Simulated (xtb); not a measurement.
FH2MoNO2, SMILES [NH2][Mo](=[O])(=[O])[F], multiplicity 1. All values are semi-empirical tight-binding results from xtb (GFN2-xTB unless named), good for trends rather than for accurate numbers. Coordinates come from a GFN2-xTB optimisation. The multiplicity is an assumed one; no other spin state was optimised. The structure was generated by enumeration; whether it is a known compound was not checked. One conformer was computed; it need not be the lowest.

For metal compounds this method's bond lengths and energies can be far off.

The point group as xtb finds it comes out as Cs and the orbital gap is 4.09 eV. The zero-point energy is 19.6 kcal/mol and the G − E(el) at 298.15 K (modified RRHO) comes out as 0.3 kcal/mol.
